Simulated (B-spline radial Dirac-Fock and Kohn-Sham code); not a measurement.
## Pd 3d5/2: cross section and angular parameters

System: the Pd atom, [Kr] 4d10; threshold 335.2 eV (tabulated edge). Method: Dirac-Hartree-Slater photoionisation with a Latter tail; cross sections with all multipoles, angular parameters from the dipole term and its interference with E2. Computed with a B-spline atomic structure program.

Input of the calculation (task.json; shells as n, l, electrons):

```json
{"items": [{
  "Z": 46,
  "q": 0,
  "cfg": [[1, 0, 2], [2, 0, 2], [2, 1, 6], [3, 0, 2], [3, 1, 6], [3, 2, 10], [4, 0, 2], [4, 1, 6], [4, 2, 10]],
  "A": 106,
  "rrms": 4.5318,
  "do": "xps",
  "hv": [60, 65.1, 71.1, 88.7, 98.2, 100, 106.0, 115.0, 150.0, 208.0, 300, 338.0, 380.0, 532.0, 620.0, 634.0, 800, 1020.0, 1253.6, 1700.0, 1730.0, 2250.0, 3110.0, 4030.0, 5210.0, 6870.0, 8047.8, 12000, 15000],
  "edges": {"K": 24350.0, "L1": 3604.0, "L2": 3330.0, "L3": 3173.0, "M1": 671.6, "M2": 559.9, "M3": 532.3, "M4": 340.5, "M5": 335.2, "N1": 87.1}
}]}
```

Run with: `python xray2_run.py task.json out`

```
hν (eV)  σ (kb)      β       γ      δ
    380    1700  0.601   0.013  0.000
    532    1660  0.687  -0.053  0.012
    620    1230  0.878  -0.043  0.019
    634    1180  0.901  -0.040  0.020
    800       ?      ?       ?      ?
   1020     368  1.182   0.103  0.041
 1253.6     208  1.217   0.203  0.050
   1700    85.4  1.212   0.377  0.066
   1730    80.9  1.210   0.388  0.068
   2250    35.7  1.161   0.555  0.086
   3110    12.3  1.068   0.769  0.118
   4030    5.03  0.977   0.940  0.153
   5210    2.01  0.879   1.104  0.197
   6870   0.720  0.773   1.270  0.257
 8047.8   0.394  0.713   1.358  0.299
  12000  0.0820  0.569   1.547  0.428
  15000  0.0332  0.494   1.629  0.518
```

Problem. Give the values at 800 eV.

Solution. σ = 689 kb, β = 1.082, γ = 0.013, δ = 0.030.
